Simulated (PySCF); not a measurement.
C₂H₇IOSi, SMILES I[Si](C)(C)O.

The structure is a stationary point at PBE0-D3(BJ)/def2-SVP. A frequency run showed that this geometry is not a minimum. The def2 effective core potentials stand for the cores of I; spin–orbit coupling is left out. One conformer was computed; it need not be the lowest.

The numbers are results of PBE/def2-TZVP (PySCF), not measurements.

Gas-phase values at a fixed geometry.

Q: Estimate the frontier levels, gap, dipole moment and polarisability. (The exact figures need the calculation; the answer reports its results.)

A: 
| Property | Value |
|---|---|
| highest occupied level | -6.20 eV |
| lowest empty level | -0.67 eV |
| orbital gap | 5.53 eV |
| dipole moment | 0.691 e·Å |
| quadrupole, principal values (traceless, Buckingham form, about the centre of nuclear charge) | -5.96, -3.47, 9.43 D·Å |
| mean static polarisability | 87.0 bohr³ (12.89 Å³) |
| polarisability, principal values | 73.9, 81.1, 105.9 bohr³ |
